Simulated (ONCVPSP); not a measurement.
# Mg (Z = 12): ONCV pseudisation with PBE, scalar-relativistic reference atom.

Input for ONCVPSP 4.0.1:

```
# ATOM AND REFERENCE CONFIGURATION
# atsym  z   nc   nv     iexc    psfile
  Mg 12.00    3    1        4      upf
#
#   n    l    f
    1    0    2.00
    2    0    2.00
    2    1    6.00
    3    0    2.00
#
# PSEUDOPOTENTIAL AND OPTIMIZATION
# lmax
    1
#
#   l,   rc,      ep,       ncon, nbas, qcut
    0    2.00    0.00    4    9    3.00
    1    1.70    0.14    3    7    4.50
#
# LOCAL POTENTIAL
# lloc, lpopt,  rc(5),   dvloc0
    4    5    1.65    3.00
#
# VANDERBILT-KLEINMAN-BYLANDER PROJECTORs
# l, nproj, debl
    0    2    2.80
    1    1    3.10
#
# MODEL CORE CHARGE
# icmod, fcfact, rcfact
    3    4.75    1.00
#
# LOG DERIVATIVE ANALYSIS
# epsh1, epsh2, depsh
   -2.00    5.00    0.02
#
# OUTPUT GRID
# rlmax, drl
    6.00    0.01
#
# TEST CONFIGURATIONS
# ncnf
    4
# nvcnf
#   n    l    f
    1
    3    0    1.00
#
    1
    3    0    1.50
#
    2
    3    0    1.00
    3    1    1.00
#
    2
    3    0    0.00
    3    1    1.00
#
```

Command:

```bash
oncvpsp.x < Mg.dat > Mg.out
```

Output (shortened: citation, most of the input echo, consistency checks and plot data are left out):

```
ONCVPSP  (Optimized Norm-Conservinng Vanderbilt PSeudopotential)
scalar-relativistic version 4.0.1

#   n    l    f        energy (Ha)
    1    0    2.00    -4.6291303E+01
    2    0    2.00    -2.9342667E+00
    2    1    6.00    -1.7130252E+00
    3    0    2.00    -1.7292380E-01

Reference configufation results
  iterations    25
  all-electron total energy (Ha)   -2.00279817D+02

Begin loop to  construct optimized pseudo wave functions
and semi-local pseudopoentials for all angular momenta

   Wellstate for l =  0  n =  5
     eigenvalue =   2.6271
     asymptotic potential =   3.1271
     half-point radius =  3.6609

Calculating optimized projector #   1

 for l=   0

    Fraction of norm inside rc  0.172507
    Optimizing pswf for qcut=   2.99 a_B^-1,  ecut=   4.48 Ha
    Residual kinetic energy error=  2.96D-04 Ha

    Energy error per electron        Cutoff
         Ha          eV             Ha
         0.01000     0.27211        1.95
         0.00100     0.02721        3.64
         0.00010     0.00272        6.63
         0.00001     0.00027       30.65

Calculating optimized projector #   2

 for l=   0

    Fraction of norm inside rc  0.138069
    Optimizing pswf for qcut=   2.99 a_B^-1,  ecut=   4.48 Ha
    Residual kinetic energy error=  1.07D-01 Ha

    Energy error per electron        Cutoff
         Ha          eV             Ha
         0.01000     0.27211        8.40
         0.00100     0.02721       20.27
         0.00010     0.00272       43.55
         0.00001     0.00027       62.53

   Wellstate for l =  1  n =  3
     eigenvalue =   0.1400
     asymptotic potential =   0.6400
     half-point radius =  3.7976

Calculating optimized projector #   1

 for l=   1

    Fraction of norm inside rc  0.112630
    Optimizing pswf for qcut=   4.50 a_B^-1,  ecut=  10.13 Ha
    Residual kinetic energy error=  1.29D-03 Ha

    Energy error per electron        Cutoff
         Ha          eV             Ha
         0.01000     0.27211        1.55
         0.00100     0.02721       11.65
         0.00010     0.00272       58.89

Construct Vanderbilt / Kleinmman-Bylander projectors

B matrix Hermiticity error, ll=   0
   1   2   -7.7274E-05

  Orthonormal projector coefficients  2.2158E+00  5.4483E-01

Model core correction analysis
  based on d2Exc/dn_idn_j

d2excae - all-electron derivatives

   -3.726933D-02

d2excps - pseudofunction derivatives with no core correction

   -4.044821D-02

rms 2nd derivative error    3.178883E-03

rmatch, rhocmatch    1.6928    0.1559

Teter function model core charge with specified parameters

d2excps - pseudofunction derivatives with core correction

   -4.020191D-02

rms 2nd derivative error    2.932576E-03

Pseudoatom total energy   -0.829750

Diagnostic tests using Vanderbilt-Kleinman-Bylander pseudopotentials
  1 or more projectors used as specified by nproj input data

   l    rcore       rmatch      e in        delta e   norm test  slope test

   0   2.0014743   2.0622434  -0.1729238  -0.0000000   1.0000100   1.0000071
   0   2.0014743   2.0622434   2.6270762   0.0000064   1.0001636   1.0001636

   1   1.7029603   1.7546659   0.1400000  -0.0006227   0.9998554   0.9998554

 Testing for bound ghosts
   n   l    E NL Schr. Eq   E Basis Diag.   E Cutoff

   1   0       -0.172924       -0.154019     86.39

   2   1       -0.049057        0.063621     52.08

 Testing for highly-localized positive-energy ghosts
       l    <radius>/rc     E Basis Diag.   E Cutoff

Test configuration 0

   n   l     f        eae           eps        diff
   1   0  2.0000  -46.29130288
   2   0  2.0000   -2.93426666
   2   1  6.0000   -1.71302518
   3   0  2.0000   -0.17292380   -0.17292382   -2.32D-08

    Total energies and differences
      AE_ref= -2.00279817D+02  AE_tst= -2.00279817D+02  dif=  0.00D+00
      PS_ref= -8.29750209D-01  PS_tst= -8.29750209D-01  dif= -6.66D-16
      PSP excitation error=  6.66D-16

Test configuration 1

   n   l     f        eae           eps        diff
   1   0  2.0000  -46.63013699
   2   0  2.0000   -3.26756754
   2   1  6.0000   -2.04605563
   3   0  1.0000   -0.41813532   -0.41635887    1.78D-03

    Total energies and differences
      AE_ref= -2.00279817D+02  AE_tst= -1.99987287D+02  dif=  2.93D-01
      PS_ref= -8.29750209D-01  PS_tst= -5.37599804D-01  dif=  2.92D-01
      PSP excitation error=  3.79D-04

Test configuration 2

   n   l     f        eae           eps        diff
   1   0  2.0000  -46.45005748
   2   0  2.0000   -3.09087706
   2   1  6.0000   -1.86953323
   3   0  1.5000   -0.29104377   -0.29088030    1.63D-04

    Total energies and differences
      AE_ref= -2.00279817D+02  AE_tst= -2.00164272D+02  dif=  1.16D-01
      PS_ref= -8.29750209D-01  PS_tst= -7.14221834D-01  dif=  1.16D-01
      PSP excitation error=  1.60D-05

Test configuration 3

   n   l     f        eae           eps        diff
   1   0  2.0000  -46.36912626
   2   0  2.0000   -3.01051320
   2   1  6.0000   -1.78881336
   3   0  1.0000   -0.20841368   -0.20729251    1.12D-03
   3   1  1.0000   -0.07609841   -0.07634701   -2.49D-04

    Total energies and differences
      AE_ref= -2.00279817D+02  AE_tst= -2.00151513D+02  dif=  1.28D-01
      PS_ref= -8.29750209D-01  PS_tst= -7.02108413D-01  dif=  1.28D-01
      PSP excitation error=  6.62D-04

Test configuration 4

psatom: WARNING lschvkbb convergence error n,l,iter=   2   1   2
ea(ii),et,emin,emax -4.736088E-01 -4.262479E-01 -4.262479E-01 -4.262479E-01
run_config: WARNING for fully non-local PS atom, stg. 2
 WARNING no output for configuration 5
```

The run took about 2.5 s on one core of a shared server CPU.
